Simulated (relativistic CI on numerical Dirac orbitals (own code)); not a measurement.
Pt⁵⁺: resonant inelastic scattering at the L2,3 edge

Computed with this model: Dirac-Coulomb-Breit CI, separate exchange-only KLI orbitals for each configuration, model QED, valence Slater integrals scaled by 0.9, Kramers-Heisenberg scattering through one core-hole configuration in a parametric crystal field; configurations [Xe] 4f14 5d5 → [He] 2s2 2p5 3s2 3p6 3d10 4s2 4p6 4d10 4f14 5s2 5p6 5d6; 10 K; core-hole width 5 eV; summed over polarisations. Incident energies are the highest absorption maxima for each field (at most a few, so the weaker spin-orbit partner edge can be absent), on the computed scale of the free ion. Intensities are in per cent of the strongest line above 0.02 eV; levels within 1 cm⁻¹ are merged; final levels count from the ground level, the first row holds all elastic scattering, lines under 0.4 are left out and each table stops after 24 rows. The scale of the Slater integrals is a model choice and moves the terms in proportion.

Field parameters in Wybourne normalisation: D3d B²₀ = −7Dσ, B⁴₀ = −14Dq − 21Dτ, B⁴₃ = −14√(10/7) Dq; Oh B⁴₀ = 21Dq, B⁴₄ = √(5/14) B⁴₀; Td as Oh with Dq negative (B⁴₀ = 21Dq, B⁴₄ = √(5/14) B⁴₀). The field is a parameter set, without covalency.

S is read from ⟨S²⟩ = S(S + 1).

Td, 10Dq = -8550 cm⁻¹:

```csv
Final level (eV),Degeneracy,Irrep,S,11567.9 eV
0.000,4,Γ8,2.31,2475.5
0.017,2,Γ7,2.33,61.2
1.864,4,Γ8,1.29,100.0
2.420,2,Γ7,1.37,8.4
2.698,2,Γ6,1.44,9.0
2.724,4,Γ8,1.45,24.4
2.946,2,Γ7,1.34,4.7
3.108,4,Γ8,1.31,16.2
3.135,2,Γ6,1.36,5.2
3.217,4,Γ8,1.40,12.1
3.277,4,Γ8,1.33,13.9
3.315,2,Γ6,1.24,12.5
3.319,2,Γ7,1.35,3.1
3.584,4,Γ8,1.33,22.2
3.606,2,Γ7,1.35,10.3
3.732,4,Γ8,1.33,12.2
3.768,4,Γ8,1.33,30.8
3.858,2,Γ7,1.40,5.9
4.092,2,Γ6,1.38,16.1
4.220,4,Γ8,1.23,15.7
4.433,4,Γ8,1.37,34.0
4.535,2,Γ6,1.24,11.6
4.553,2,Γ7,0.97,0.7
4.657,4,Γ8,1.09,20.8
```

Oh, 10Dq = 18850 cm⁻¹:

| Final level (eV) | Degeneracy | Irrep | S | 11567.2 eV |
| --- | --- | --- | --- | --- |
| 0.000 | 2 | Γ7 | 1.55 | 3208.7 |
| 0.403 | 4 | Γ8 | 2.17 | 69.2 |
| 1.045 | 2 | Γ7 | 1.88 | 64.6 |
| 1.787 | 4 | Γ8 | 1.07 | 83.2 |
| 2.078 | 4 | Γ8 | 1.54 | 94.8 |
| 2.441 | 2 | Γ6 | 1.46 | 16.9 |
| 2.528 | 4 | Γ8 | 1.48 | 44.3 |
| 2.693 | 2 | Γ7 | 1.44 | 51.9 |
| 2.954 | 2 | Γ6 | 1.44 | 1.6 |
| 3.018 | 4 | Γ8 | 1.13 | 100.0 |
| 3.038 | 4 | Γ8 | 1.31 | 62.5 |
| 3.157 | 2 | Γ7 | 1.19 | 31.4 |
| 3.385 | 4 | Γ8 | 1.12 | 24.8 |
| 3.508 | 2 | Γ7 | 1.06 | 43.6 |
| 3.696 | 2 | Γ6 | 0.98 | 22.0 |
| 3.971 | 4 | Γ8 | 1.16 | 73.5 |
| 4.156 | 2 | Γ7 | 1.14 | 14.2 |
| 4.179 | 4 | Γ8 | 1.35 | 15.3 |
| 4.325 | 4 | Γ8 | 1.08 | 11.9 |
| 4.383 | 2 | Γ6 | 1.36 | 0.8 |
| 4.612 | 4 | Γ8 | 1.02 | 12.1 |
| 4.756 | 2 | Γ7 | 1.30 | 12.7 |
| 4.851 | 4 | Γ8 | 1.19 | 21.7 |
| 4.900 | 4 | Γ8 | 1.32 | 6.2 |

D3d, 10Dq = 21750, Dσ = -670, Dτ = 180 cm⁻¹:

```tsv
Final level (eV)	Degeneracy	Irrep	S	11567.2 eV
0.000	2	Γ4	1.16	4322.3
0.765	2	Γ4	2.01	38.6
0.785	2	Γ5+Γ6	2.03	35.4
1.324	2	Γ4	2.07	25.7
1.677	2	Γ4	1.03	82.3
1.681	2	Γ5+Γ6	1.05	79.2
2.242	2	Γ4	1.57	100.0
2.282	2	Γ5+Γ6	1.54	84.9
2.566	2	Γ4	1.47	37.0
2.680	2	Γ5+Γ6	1.60	25.6
2.705	2	Γ4	1.59	23.4
2.880	2	Γ4	1.47	66.3
3.079	2	Γ4	1.38	25.1
3.161	2	Γ5+Γ6	1.34	52.3
3.165	2	Γ4	1.37	45.3
3.225	2	Γ5+Γ6	1.18	85.7
3.240	2	Γ4	1.24	67.4
3.327	2	Γ4	1.33	47.2
3.488	2	Γ5+Γ6	1.07	34.8
3.576	2	Γ4	1.08	30.6
3.734	2	Γ4	0.92	71.8
3.966	2	Γ4	0.85	37.7
4.299	2	Γ4	1.00	57.4
4.347	2	Γ4	1.08	20.0
```

For the first field the strongest loss at the lowest incident energy is the level at 1.86 eV (S = 1.29, against 2.31 in the thermal ground state). Levels of other spin, the first over 8 % at 1.86 eV, appear because spin-orbit coupling of the core hole, and in heavier ions of the valence shell too, mixes spins.
